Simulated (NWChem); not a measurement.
CH8OW; SMILES C[O][WH5]

```xyz
11

W      0.0217    -0.4247     0.0005
O      0.3996     1.3953     0.0001
C     -0.1980     2.6620     0.0002
H     -0.9197     2.7576    -0.8265
H     -0.7164     2.8501     0.9539
H      0.5884     3.4221    -0.1278
H     -1.0939    -1.2665    -0.9382
H      0.6277    -1.1510    -1.4169
H     -1.5498     0.0893    -0.0289
H      0.5767    -1.1446     1.4424
H     -1.1253    -1.2643     0.9027
```
Atoms are numbered in this order, from 1.

Program: NWChem. Geometry: optimised at PBE0/def2-SVP. Not confirmed as a minimum by frequencies. def2 effective core potentials on W; no spin-orbit coupling. Level r2SCAN/def2-SVP: energy and gradient on several grids; changes count from the extra-fine grid, which is no exact limit either.

```
grid     size of the energy change (μHa)  largest change of a gradient component (μHa/bohr)  time, medium = 1 (rough)
-------  -------------------------------  -------------------------------------------------  ------------------------
xcoarse                              600                                              20000                   about 1
coarse                               300                                               1000                   about 1
medium                                70                                                200                   about 1
fine                                  10                                                 40                   about 1
xfine                               < 10                                               < 30                         2
```
